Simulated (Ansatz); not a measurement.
Reaction (redistribution): `[OH][GeH2][SnH3]` + `CC[TeH]` → `[OH][GeH2][TeH]` + `C[CH2][SnH3]`

Isolated molecules relaxed with PBE0-D4/def2-TZVP in Ansatz; ΔE leaves out vibrations. CCSD(T)/CBS adds triple-zeta CCSD(T) − MP2 to the extrapolated MP2 energy (def2 sets, frozen cores). Functionals use def2-TZVPP. B3LYP here is the variant with VWN-RPA as its local correlation; programs differ in this. HSE06 is defined as in plane-wave codes. def2 core potentials past Kr. For Ge, Sn, Te outer-core shells are correlated without core-valence functions, which leaves a few kJ/mol of doubt a bond. Scalar relativity is left out up to krypton. Each species was taken in one conformer, which may not be the lowest.

| level | ΔE (kcal/mol) | difference from CCSD(T)/CBS |
| --- | --- | --- |
| LDA (SPW92) | -9.5 | 0.4 |
| PBE-D4 | -9.4 | 0.5 |
| BLYP-D4 | -8.8 | 1.1 |
| r2SCAN-D4 | -10.3 | -0.4 |
| B97M-V | -10.1 | -0.2 |
| PBE0-D4 | -10.0 | -0.1 |
| B3LYP-D4 | -9.4 | 0.5 |
| r2SCANh-D4 | -10.4 | -0.5 |
| HSE06-D4 | -10.1 | -0.2 |
| BHLYP-D4 | -10.3 | -0.4 |
| CAM-B3LYP-D4 | -9.9 | 0.0 |
| ωB97M-V | -10.3 | -0.4 |
| B2PLYP | -10.1 | -0.2 |
| PBE-QIDH | -10.9 | -1.0 |
| PBE | -9.2 | 0.7 |
| revPBE | -9.2 | 0.7 |
| BLYP | -8.6 | 1.3 |
| r2SCAN | -10.2 | -0.3 |
| PBE0 | -9.9 | 0.0 |
| B3LYP | -9.3 | 0.6 |
| r2SCANh | -10.4 | -0.5 |
| r2SCAN0 | -10.6 | -0.7 |
| BHLYP | -10.1 | -0.2 |
| CAM-B3LYP | -9.8 | 0.1 |
| LC-ωPBE | -10.6 | -0.7 |
| RPA@PBE/def2-TZVPP | -9.7 | 0.2 |
| HF/def2-SVP | -11.6 | -1.7 |
| MP2/def2-SVP | -12.4 | -2.5 |
| CCSD(T)/def2-SVP | -11.2 | -1.3 |
| HF/def2-TZVPP | -11.1 | -1.2 |
| MP2/def2-TZVPP | -11.4 | -1.5 |
| SCS-MP2/def2-TZVPP | -10.8 | -0.9 |
| CCSD/def2-TZVPP | -10.4 | -0.5 |
| CCSD(T)/def2-TZVPP | -10.4 | -0.5 |
| HF/def2-QZVPP | -11.0 | -1.1 |
| MP2/def2-QZVPP | -11.1 | -1.2 |
| SCS-MP2/def2-QZVPP | -10.5 | -0.6 |
| HF/CBS(def2) | -11.0 | -1.1 |
| MP2/CBS(def2) | -10.9 | -1.0 |
| CCSD/CBS(def2) | -9.8 | 0.1 |
| CCSD(T)/CBS | -9.9 | 0 |

Largest T1 diagnostic among the species: 0.013.

From BLYP to BHLYP (50 % exact exchange), in def2-TZVPP and without D4, ΔE moves by −1.4 kcal/mol. At CCSD(T), def2-SVP lies −1.3 kcal/mol from the extrapolated value and def2-TZVPP −0.5 kcal/mol. Leaving LDA and LC-ωPBE aside and taking each functional with its dispersion term where it has one, the values spread over 2.1 kcal/mol, from PBE-QIDH to BLYP-D4.
